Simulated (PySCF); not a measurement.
## Ionisation energy of Cr⁺ by level of theory

Cr⁺ [Ar] 3d5 (6S) → Cr²⁺ [Ar] 3d4 (5D), as a difference of total energies. All numbers are calculated (PySCF 2.14, scalar relativity by spin-free X2C-1e, in x2c-QZVPPall). Correlated levels: valence: [Ar] frozen. The calculations carry no spin-orbit coupling.

```json
{"method": "UHF", "ionisation energy (eV)": "14.991"}
{"method": "MP2 (valence)", "ionisation energy (eV)": "15.996"}
{"method": "SCS-MP2 (valence)", "ionisation energy (eV)": "15.326"}
{"method": "CCSD (valence)", "ionisation energy (eV)": "16.007"}
{"method": "CCSD(T) (valence)", "ionisation energy (eV)": "16.044"}
```

How much does correlation contribute at CCSD(T) (valence)?

16.044 − (14.991) = 1.053 eV, measured against UHF.

The reference lies between the lowest fine-structure levels, while these numbers refer to the centres of the terms.

Errors of the correlated levels include the incompleteness of this basis and the frozen core.

For comparison: 16.486 eV (measured; NIST Atomic Spectra Database, ionization energies).
